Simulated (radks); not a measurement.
Polarisability of the nickel ion Ni+, [Ar] 3d9, at imaginary frequency. All-electron calculation, non-relativistic Kohn-Sham, exchange-only LDA, spin-unpolarised, spherical densities, point nucleus. Program: a radial shooting solver on a logarithmic mesh with Libxc functionals. Response by self-consistent Sternheimer equations with the Hartree and adiabatic exchange-only LDA kernel.

w (hartree)  alpha1(iw) (bohr^3)
0.00266                    9.783
0.0143                     9.765
0.0360                     9.663
0.0697                     9.355
0.118                      8.692
0.186                      7.622
0.280                      6.299
0.413                      4.973
0.605                      3.784
0.892                      2.754
1.35                       1.877
2.12                       1.156
3.59                      0.6035
6.94                      0.2355
17.5                     0.05190

Static values: alpha1 = 9.784 bohr^3 (1.450 angstrom^3; uncoupled 13.47). C6 = 34.45, triple-dipole C9 = 215.2 atomic units. One-pole (London) frequency 4 C6 / (3 alpha1^2) = 0.480 hartree, against 0.442 for minus the highest occupied eigenvalue. The dipole shielding factor is 0.965, as the force sum rule N/Z = 0.964 demands.
